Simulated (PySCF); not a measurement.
Ga(NCO)(OH)2 (CH₂GaNO₃), SMILES O=C=[N][Ga]([OH])[OH]. Atoms are numbered in the order given.

```xyz
8

Ga    -0.0007     0.7029     0.0000
N      0.0352    -1.1125     0.0000
C      0.0131    -2.3152     0.0000
O     -0.0034    -3.4899     0.0000
O     -1.5308     1.5822     0.0000
H     -2.3005     0.9983     0.0000
O      1.4979     1.6346     0.0000
H      2.2867     1.0769     0.0000
```
Charge 0, spin multiplicity 1.

Geometry optimised at r2SCAN-D4/def2-SVP. The values are those of a single conformer.

Method: B3LYP/pcSseg-1 (PySCF).

GIAO shieldings, no solvent; atoms alike by connectivity are averaged. δ = σ(ref) − σ: ¹⁵N against NH3 (σ = 265.5 ppm); ¹³C against TMS (σ = 181.3 ppm); ¹⁷O against H2O (σ = 333.8 ppm); ¹H against TMS (σ = 31.68 ppm), references at their B3LYP-D3(BJ)/def2-TZVP geometries, non-relativistic.

```csv
atoms,nucleus,count,δ (ppm)
N2,¹⁵N,1,46.7
C3,¹³C,1,128.2
O4,¹⁷O,1,___
"O5, O7",¹⁷O,2,45.6
"H6, H8",¹H,2,___
```

Task: Some entries are withheld; supply them. (An estimate is asked for; the answer gives what the named calculation found.)

Result: 
- O4, δ (ppm): 135.3
- H6, H8, δ (ppm): 2.21
